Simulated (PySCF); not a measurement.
Be(F)(GeH3) (BeFGeH₃), SMILES [Be]([GeH3])[F]. Atoms are numbered in the order given.

```xyz
6

Be     0.0000     0.0000    -1.3787
F      0.0000     0.0000    -2.7505
Ge     0.0000     0.0000     0.8148
H      1.2365     0.7139     1.3983
H     -1.2365     0.7139     1.3983
H      0.0000    -1.4277     1.3983
```
Charge 0, spin multiplicity 1.

Coordinates come from a B3LYP-D3(BJ)/def2-TZVP optimisation.

Computed with IEF-PCM-B3LYP/def2-SVP in PySCF.

The values are the electrostatic part of the solvation free energy, E(continuum) − E(gas) at the gas-phase geometry, in a cavity of scaled van der Waals radii (PySCF's table); cavitation and dispersion terms are not included. A continuum can't describe solvent molecules that bind to the metal. In vacuum the orbital gap is 7.27 eV. The dipole moment in vacuum is 0.41 D.

Q: Estimate the values in water (ε = 78.36), ethylethanoate (ε = 5.99), ethanol (ε = 24.85). (An estimate is asked for; the answer gives what the named calculation found.)

A: 
```csv
solvent,ε,ΔG(elec) (kcal/mol),dipole (D),gap (eV)
water,78.36,-5.4,0.02,7.42
ethylethanoate,5.99,-4.1,0.14,7.37
ethanol,24.85,-5.1,0.04,7.41
```
